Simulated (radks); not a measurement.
Pb51+, configuration [Ar] 3d10 4s2 4p1 (the NIST ground configuration).

Calculated with a radial shooting solver on a logarithmic mesh with Libxc functionals: scalar-relativistic Kohn-Sham, LB94 model potential, spin-polarised, spherical densities, finite nucleus; open shells are filled with parallel spins first (spin-orbit coupling, left out, can overturn this in heavy ions); Fermi nuclear charge, rms radius 5.5012 fm.

Energy parts (eV):
part                   energy
kinetic             588896.68
electron-nucleus  -1189117.37
Hartree              92870.39
(The LB94 potential has no energy functional, so no total or exchange-correlation energy is given.)

Orbitals (lengths in bohr, moments of r in powers of bohr; r(90%) holds 90 % of the orbital's charge):
| orbital | occ. | eigenvalue (eV) | <r^2> | r(90%) |
|---|---|---|---|---|
| 1s up | 1 | -91182.29 | 0.0003564 | 0.0294 |
| 1s down | 1 | -91182.21 | 0.0003564 | 0.0294 |
| 2s up | 1 | -18605.62 | 0.005383 | 0.105 |
| 2s down | 1 | -18604.88 | 0.005384 | 0.105 |
| 2p up | 3 | -16372.39 | 0.004576 | 0.0998 |
| 2p down | 3 | -16371.29 | 0.004577 | 0.0998 |
| 3s up | 1 | -6457.765 | 0.03363 | 0.251 |
| 3s down | 1 | -6457.502 | 0.03365 | 0.251 |
| 3p up | 3 | -5812.536 | 0.03443 | 0.257 |
| 3p down | 3 | -5812.374 | 0.03445 | 0.257 |
| 3d up | 5 | -5176.822 | 0.02807 | 0.239 |
| 3d down | 5 | -5176.608 | 0.02810 | 0.239 |
| 4s up | 1 | -3171.770 | 0.1294 | 0.479 |
| 4s down | 1 | -3171.024 | 0.1290 | 0.479 |
| 4p up | 1 | -2927.100 | 0.1381 | 0.498 |
| 4p down | 0 | -2925.881 | 0.1377 | 0.497 |

The highest occupied level is 4p up at -2927.1 eV. The density falls to 0.001 e/bohr^3 at r = 0.84 bohr. For comparison, the ionisation energy in NIST's Atomic Spectra Database is 3036 eV (theoretical). In exact Kohn-Sham theory the highest level is minus the ionisation energy, but local and semilocal functionals leave it too shallow, through self-interaction and a potential that decays too fast; potentials with the right tail come closer.
